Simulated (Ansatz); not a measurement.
Start from `C=[CH][In]([F])[Cl]` and change one atom or group to get `C=[CH][InH][Cl]`.

Ansatz, PBE0-D4/def2-TZVP geometries, multiplicity 1. Each molecule was computed in one conformer, which needn't be the lowest.

Elements past krypton have def2 core potentials.

| property | `C=[CH][In]([F])[Cl]` |
| --- | --- |
| HOMO–LUMO gap (PBE0/def2-TZVPP) / eV | 6.84 |
| size of the dipole moment (B3LYP/def2-TZVPP) / D | 4.12 |
| HOMO energy (B3LYP/def2-TZVPP) / eV | -8.48 |
| LUMO energy (B3LYP/def2-TZVPP) / eV | -2.13 |
| HOMO–LUMO gap (ωB97M-V/def2-TZVPP) / eV | 10.78 |
| HOMO energy (PBE0/def2-TZVPP) / eV | -8.72 |

(1) Give the same properties after the change, and the shifts. (Best estimate.)

Results:

(1) Ansatz gave: 
```
                                        property  `C=[CH][InH][Cl]`  shift
            HOMO–LUMO gap (PBE0/def2-TZVPP) / eV               6.12  -0.72
size of the dipole moment (B3LYP/def2-TZVPP) / D               3.22  -0.90
             HOMO energy (B3LYP/def2-TZVPP) / eV              -7.77   0.71
             LUMO energy (B3LYP/def2-TZVPP) / eV              -2.15  -0.02
         HOMO–LUMO gap (ωB97M-V/def2-TZVPP) / eV               9.92  -0.86
              HOMO energy (PBE0/def2-TZVPP) / eV              -8.01   0.71
```

Dipoles are sizes alone; their direction can turn.

B3LYP here is the variant with VWN-RPA as its local correlation; programs differ in this.
